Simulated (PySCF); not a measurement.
Electron correlation in V⁺ (vanadium, charge +1)

[Ar] 3d4, high-spin 5D determinant. Calculation: PySCF 2.14, in ANO-RCC-VTZP (6s5p3d2f1g, 59 functions); the spin-free X2C one-electron Hamiltonian (Gaussian nucleus). Frozen: [Ar]; 4 electrons correlated.

```
  level  correlation energy (mhartree)
   CCSD                         -52.34
    (T)                          -0.88
CCSD(T)                         -53.22
```

Diagnostics: T1 = 0.011, D1 = 0.0159, largest double amplitude 0.033.

Q: Is a single reference adequate?

A: Yes: T1 lies below 0.03 and no double amplitude reaches 0.07.
